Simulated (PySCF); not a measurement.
Compound: C2H9BN2.
Numbering: `[CH3:1][N:2]([CH3:3])[BH:4][NH2:5]` (hydrogens: H6, H7, H8 on C1; H9, H10, H11 on C3; H12 on B4; H13, H14 on N5)

Computed with PBE0-D3(BJ)/def2-SVP geometry optimisation, gas phase (PySCF 2.14.0).

**Question.** Give the optimised bond lengths and angles.

**Answer.** 
| bond | length (bohr) |
| --- | --- |
| C1–N2, N2–C3 | 2.715 |
| N2–B4 | 2.680 |
| B4–N5 | 2.668 |
| C1–H6, C3–H11 | 2.075 |
| C1–H7 and 3 like bonds | 2.093 |
| B4–H12 | 2.292 |
| N5–H13, N5–H14 | 1.907 |

Bonds in one row agree within 0.02 bohr and their mean is given. A selection of angles:
| angle | degrees |
| --- | --- |
| N2–C1–H6 | 110.1 |
| N2–C1–H7 | 111.8 |
| H6–C1–H7 | 108.0 |
| C1–N2–C3 | 113.8 |
| C1–N2–B4 | 121.8 |
| C3–N2–B4 | 124.4 |
| N2–B4–N5 | 124.5 |
| N2–B4–H12 | 117.7 |
| N5–B4–H12 | 117.8 |
| B4–N5–H13 | 120.9 |
| B4–N5–H14 | 125.5 |
| H13–N5–H14 | 113.6 |

Torsions: C1–N2–B4–N5 -179° (antiperiplanar).

The 5 heavy atoms lie in one plane (0.003 Å rms). N2 (boron-bound nitrogen) is planar (angles 124.4°, 121.8° and 113.8°, sum 360.0°, 0.00 Å off the plane of its three neighbours). N5 (boron-bound nitrogen) is planar (angles 125.5°, 120.9° and 113.6°, sum 360.0°, 0.01 Å off the plane of its three neighbours). B4 (three-coordinate boron) is planar (angles 124.5°, 117.8° and 117.7°, sum 360.0°, 0.00 Å off the plane of its three neighbours). Of the pairs four or more bonds apart, H11···H14 is among the closest relative to their van der Waals radii: 2.07 Å, 86 % of the sum of Bondi's values.

Point group: Cs (every atom within 0.08 Å of its image). No frequency check.
